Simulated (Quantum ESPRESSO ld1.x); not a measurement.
Results of a calculation; reference values are marked as such.
Is Cs- bound? Neutral atom [Xe] 6s1, anion [Xe] 6s2. Scalar-relativistic spherical Kohn-Sham, ld1.x of Quantum ESPRESSO 7.5; with spin, open shells are filled with parallel spins first. "No" means that the self-consistent cycle ended without a solution in which all occupied levels of the anion are bound.

[
 {"method": "LDA (Slater exchange, Perdew-Zunger correlation), spin-polarised", "e(HOMO) neutral (eV)": "6s up -2.385", "anion bound": "no", "e(HOMO) anion (eV)": "-", "EA, Delta-SCF (eV)": "-", "<r> HOMO anion (bohr)": "-"},
 {"method": "LDA (Slater exchange, Perdew-Zunger correlation) + SIC, spin-polarised", "e(HOMO) neutral (eV)": "6s up -3.845", "anion bound": "yes", "e(HOMO) anion (eV)": "6s up -0.521", "EA, Delta-SCF (eV)": "0.556", "<r> HOMO anion (bohr)": "7.21"},
 {"method": "LDA (Slater exchange, Perdew-Wang correlation) + SIC, spin-polarised", "e(HOMO) neutral (eV)": "6s up -3.850", "anion bound": "yes", "e(HOMO) anion (eV)": "6s up -0.520", "EA, Delta-SCF (eV)": "0.546", "<r> HOMO anion (bohr)": "7.21"},
 {"method": "LDA (Slater exchange, Perdew-Zunger correlation) + Latter tail, spin-polarised", "e(HOMO) neutral (eV)": "6s up -3.488", "anion bound": "yes", "e(HOMO) anion (eV)": "6s up -0.111", "EA, Delta-SCF (eV)": "-", "<r> HOMO anion (bohr)": "9.06"},
 {"method": "PBE, spin-unpolarised", "e(HOMO) neutral (eV)": "6s -2.086", "anion bound": "no", "e(HOMO) anion (eV)": "-", "EA, Delta-SCF (eV)": "-", "<r> HOMO anion (bohr)": "-"},
 {"method": "Slater X-alpha with alpha = 1, spin-unpolarised", "e(HOMO) neutral (eV)": "6s -2.632", "anion bound": "no", "e(HOMO) anion (eV)": "-", "EA, Delta-SCF (eV)": "-", "<r> HOMO anion (bohr)": "-"}
]

A bound anion was found by 3 of 6 methods. Tabulated electron affinity: 0.472 eV (CRC Handbook (2014) and Andersen, Phys. Rep. 394, 157 (2004), with later updates, as tabulated in mendeleev). With the Latter tail the total energy is not variational, so no affinity is given for it.

Beside tabulated values, note that spin-unpolarised runs miss the spin-polarisation part of the exchange energy of open shells.
